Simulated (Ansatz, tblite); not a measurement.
Cost and result up the ladder for terrylene, `c1cc2cccc3c4ccc5c6cccc7cccc(c8ccc(c(c1)c23)c4c85)c76` (46 atoms). Total charge 0; singlet. Geometry: r2SCAN-D4/def2-SVP.

Ansatz on 2 threads of AMD EPYC 7R13 on a shared host and a share (18 GiB) of an NVIDIA H100 80GB HBM3; xTB runs through tblite on one thread. Times are rough, summed over both states, and most runs start from the orbitals of an earlier one. PBE0-D4/def2-TZVP serves as the yardstick here, not as an exact answer. The other state is a doublet.

The xTB rows come from tblite. B3LYP takes the VWN-RPA correlation. Single mean-field runs in def2-TZVP are fitted with def2-universal-jkfit.

Raw xTB energies of ions are shifted by several eV.

```tsv
level	functions	wall time
GFN2-xTB	136	0.15 s
GFN1-xTB	152	0.27 s
PBE-D4/def2-TZVP	1026	19 s
B3LYP-D4/def2-TZVP	1026	22 s
PBE0-D4/def2-TZVP (with forces)	1026	36 s
```

Question: Estimate what each level gives for the vertical IE (eV).

Answer: 
| level | vertical IE (eV) | difference from PBE0-D4/def2-TZVP (eV) |
| --- | --- | --- |
| GFN2-xTB | 11.08 | 4.95 |
| GFN1-xTB | 12.06 | 5.93 |
| PBE-D4/def2-TZVP | 6.07 | -0.06 |
| B3LYP-D4/def2-TZVP | 6.12 | -0.01 |
| PBE0-D4/def2-TZVP (with forces) | 6.13 | 0.00 |
